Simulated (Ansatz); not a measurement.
`[SiH3][BH][GaH2]` + `[NH2][Ge][OH]` → `[NH2][Ge][O][SiH3]` + `[BH2][GaH2]`  (cleavage of the Si–B bond)

Program: Ansatz. Geometries: PBE0-D4/def2-TZVP. ΔE: electronic, gas phase. CCSD(T)/CBS adds triple-zeta CCSD(T) − MP2 to the extrapolated MP2 energy (def2 sets, frozen cores). DFT in def2-TZVPP. For Ga, Ge outer-core shells are correlated without core-valence functions, which leaves a few kJ/mol of doubt a bond. Scalar relativity is left out up to krypton. Each species was taken in one conformer, which may not be the lowest.

```json
{"species": "`[SiH3][BH][GaH2]`", "r2SCAN-D4 energy (Eh)": "-2242.69007"}
{"species": "`[NH2][Ge][OH]`", "r2SCAN-D4 energy (Eh)": "-2208.81141"}
{"species": "`[NH2][Ge][O][SiH3]`", "r2SCAN-D4 energy (Eh)": "-2499.52715"}
{"species": "`[BH2][GaH2]`", "r2SCAN-D4 energy (Eh)": "-1952.01382"}
```

Q: Work out ΔE.

A: ΔE = (-2499.52715) + (-1952.01382) − (-2242.69007) − (-2208.81141) = -0.03949 Eh = -1.07 eV. CCSD(T)/CBS gives -1.15 eV.

Largest T1 diagnostic among the species: 0.015.

From r2SCAN to r2SCAN0 (25 % exact exchange), in def2-TZVPP and without D4, ΔE moves by −0.05 eV. At CCSD(T), def2-SVP lies +0.03 eV from the extrapolated value and def2-TZVPP −0.01 eV. Leaving LDA and LC-ωPBE aside and taking each functional with its dispersion term where it has one, the values, not all of them listed here, spread over 0.38 eV, from BHLYP-D4 to PBE-D4.
